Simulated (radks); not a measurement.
Values are calculated unless marked as measured or tabulated.
Q: The iodine ion I16+, 37 electrons, occupied as [Kr] 4d1. Level of theory: Dirac Kohn-Sham, exchange-only PBE, spin-unpolarised, spherical densities, finite nucleus; open shells fill j = l - 1/2 first; Fermi nuclear charge, rms radius 4.75 fm (a radial shooting solver on a logarithmic mesh with Libxc functionals). Some entries of the table are withheld. Estimate them.

orbital,occ.,eigenvalue (eV),r(max) (bohr),<r^2> (bohr^2)
1s1/2,2,-33352.06,0.01754,0.001005
2s1/2,2,-5483.963,0.09924,0.01611
2p1/2,2,(1),0.07612,0.01191
2p3/2,4,(2),0.08091,0.01320
3s1/2,2,-1404.756,(3),0.1114
3p1/2,2,-1275.569,0.2712,0.1059
3p3/2,4,-1218.506,0.2818,0.1138
3d3/2,4,(4),0.2284,0.09484
3d5/2,6,(5),0.2314,0.09708
4s1/2,2,-520.0298,0.6569,0.5343
4p1/2,2,-471.8919,0.6667,0.5610
4p3/2,4,-458.1049,0.6865,0.5922
4d3/2,1,-378.0969,0.7012,(6)
4d5/2,0,-375.4452,0.7070,(7)

A: 
(1) 2p1/2 eigenvalue (eV): -5170.520
(2) 2p3/2 eigenvalue (eV): -4871.581
(3) 3s1/2 r(max) (bohr): 0.2850
(4) 3d3/2 eigenvalue (eV): -992.2951
(5) 3d5/2 eigenvalue (eV): -980.1835
(6) 4d3/2 <r^2> (bohr^2): 0.6488
(7) 4d5/2 <r^2> (bohr^2): 0.6585
